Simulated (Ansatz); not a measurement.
## Two structures, one formula

The two ends of one reaction step of GeH5Br, singlet (PBE0-D4/def2-TZVP).

A:

```xyz
7
angstrom
Ge -0.2993 -1.1647 0.0100
Br 1.8492 -0.4295 0.4366
H -0.2217 -2.1037 -1.1974
H -1.1489 0.0739 -0.2874
H -0.7820 -1.8965 1.2657
H 0.5452 2.4865 -0.0421
H 0.0575 3.0338 -0.1855
```

B:

```xyz
7
angstrom
Ge -0.9994 -0.2820 -0.2068
Br 3.1361 0.4433 0.6807
H -0.3668 -1.1618 -1.2904
H -2.4573 0.0313 -0.5620
H -0.9244 -0.9844 1.1532
H 1.8316 0.9087 0.3503
H -0.2199 1.0448 -0.1250
```

Computed with Ansatz 0.2.0 (basis: def2-TZVPP); correlated methods freeze the cores. Filled d shells of the heavier atoms are correlated. The def2 sets are not built for correlating such inner shells, so the correlated values are less sure here. B3LYP uses VWN-RPA correlation.

(1) Which structure is lower at CCSD(T), and by how much? (Judge from chemistry; the value comes from the calculation.)

The T1 diagnostic stays at or below 0.010.

Answers

(1) Computed: A, by 0.549 eV (electronic energy, against the other). By their contacts, A is a complex of GeH₃Br ([GeH3][Br]) + H₂ and B is a complex of GeH₄ + HBr.

All methods give the same order:

| method | E(B) − E(A) (eV) |
| --- | --- |
| SPW92 | 0.447 |
| PBE-D4 | 0.576 |
| BLYP-D4 | 0.581 |
| r2SCAN-D4 | 0.608 |
| B97M-V | 0.508 |
| PBE0-D4 | 0.587 |
| B3LYP-D4 | 0.583 |
| r2SCAN0-D4 | 0.613 |
| BHLYP-D4 | 0.607 |
| CAM-B3LYP-D4 | 0.526 |
| wB97X-V | 0.586 |
| wB97M-V | 0.594 |
| B2PLYP | 0.582 |
| PBE-QIDH | 0.610 |
| RPA on PBE | 0.521 |
| HF | 0.603 |
| MP2 | 0.637 |
| CCSD | 0.534 |
| CCSD(T) | 0.549 |

Labels in which every atom is bracketed show which atoms are joined, not bond orders.

For scale, one of the runs: CCSD(T)/def2-TZVPP, 166 basis functions (an equivalent command: `ansatz run in.yaml --threads 4`). Hardware: 4 CPU threads, shared host. Wall time 50 s; peak host memory 1.4 GiB.
